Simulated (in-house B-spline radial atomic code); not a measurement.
A run on neutral technetium that did not converge. Method: scalar-relativistic (X2C) B97-1, spin-polarised, spherical fractional occupations, Fermi nucleus of rms radius 4.41117 fm; computed with a B-spline radial code for spherical atoms.

Command:
```bash
python run_scf.py task.json out
```
Settings (nuclear radius in fm, mass in u):
```
Z                43
configuration    [Kr] 4d5 4f0.25 5s1.75
hamiltonian      x2c
method           b97_1
spin_polarised   True
nucleus          fermi
rms_radius       4.41117
atomic_mass      96.90636
speed_of_light   137.035999084
```

First and last ten iterations of the last attempt (damped for 15 steps, keeping 80 % of the old Fock matrix, then DIIS):
```
 iter        energy (Eh)    residual
    1       -4277.902610    4.38e-01
    2       -4281.109221    2.80e-01
    3       -4283.013954    1.86e-01
    4       -4284.053986    1.35e-01
    5       -4284.607418    9.20e-02
    6       -4284.889906    6.06e-02
    7       -4285.008683    3.98e-02
    8       -4285.061034    2.70e-02
    9       -4285.086087    2.00e-02
   10       -4285.098207    1.47e-02
  111       -4285.111168    3.15e-05
  112       -4285.111169    2.45e-05
  113       -4285.111169    1.73e-05
  114       -4285.111169    2.32e-05
  115       -4285.111169    2.11e-05
  116       -4285.111169    9.24e-06
  117       -4285.111168    5.13e-05
  118       -4285.111167    2.79e-05
  119       -4285.111169    1.08e-05
  120       -4285.111168    1.17e-05
 not converged after 120 iterations
```

The smallest residual met was 6.7e-06; the threshold is about 4e-07. Over the last five steps the energy moves by less than 3e-06 hartree, but the orbitals didn't meet the threshold. Cost of the run: 8 s on 1 thread of Arm Neoverse N1, with other jobs on the host.
